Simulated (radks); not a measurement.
All-electron atom: the neodymium ion Nd12+ in [Kr] 4d10 5s2. Calculated with a radial shooting solver on a logarithmic mesh with Libxc functionals: scalar-relativistic Kohn-Sham, r2SCAN, spin-unpolarised, spherical densities, finite nucleus; meta-GGA in the generalised Kohn-Sham scheme; Fermi nuclear charge, rms radius 4.9123 fm.

Normalised radial functions P(r) = r R(r), r in bohr:

r              3s       4s
0.002582   0.3944   0.1924
0.002982   0.4369   0.2131
0.003444   0.4817   0.2350
0.003977   0.5284   0.2577
0.004557   0.5733   0.2795
0.005263   0.6205   0.3025
0.006078   0.6656   0.3244
0.006963   0.7043   0.3431
0.008042   0.7384   0.3594
0.009287   0.7617   0.3705
0.01064    0.7702   0.3743
0.01229    0.7600   0.3688
0.01419    0.7248   0.3510
0.01626    0.6636   0.3203
0.01878    0.5641   0.2707
0.02169    0.4248   0.2016
0.02484    0.2549   0.1176
0.02869    0.0357   0.0094
0.03314   -0.2176  -0.1150
0.03796   -0.4766  -0.2415
0.04384   -0.7518  -0.3743
0.05063   -0.9996  -0.4915
0.05801   -1.1764  -0.5709
0.067     -1.2653  -0.6023
0.07737   -1.2162  -0.5610
0.08936   -1.0021  -0.4340
0.1024    -0.6420  -0.2345
0.1182    -0.1138   0.0453
0.1365     0.5126   0.3591
0.1564     1.1186   0.6355
0.1807     1.6800   0.8411
0.2086     2.0656   0.8926
0.239      2.2105   0.7599
0.2761     2.1194   0.4242
0.3188     1.8190  -0.0656
0.3653     1.4214  -0.5871
0.4218     0.9778  -1.0881
0.4872     0.5966  -1.4291
0.5582     0.3316  -1.5434
0.6446     0.1541  -1.4437
0.7444     0.0607  -1.1789
0.8529     0.0213  -0.8626
0.985      0.0057  -0.5430
1.138      0.0012  -0.2955
1.303      0.0002  -0.1440
1.505      0.0000  -0.0570
1.738      0.0000  -0.0188
2.007      0.0000  -0.0050
2.3        0.0000  -0.0012
2.656      0.0000  -0.0002
3.068      0.0000  0.0000
3.514      0.0000  0.0000
4.059      0.0000  0.0000
4.687      0.0000  0.0000
5.37       0.0000  0.0000
6.202      0.0000  0.0000

3s: eigenvalue -1765.3 eV, 2 radial nodes at r = 0.0293, 0.122 bohr, <r> = 0.266 bohr, 90 % of the charge inside 0.390 bohr. 4s: eigenvalue -527.15 eV, 3 radial nodes at r = 0.0290, 0.116, 0.313 bohr, <r> = 0.598 bohr, 90 % of the charge inside 0.855 bohr.
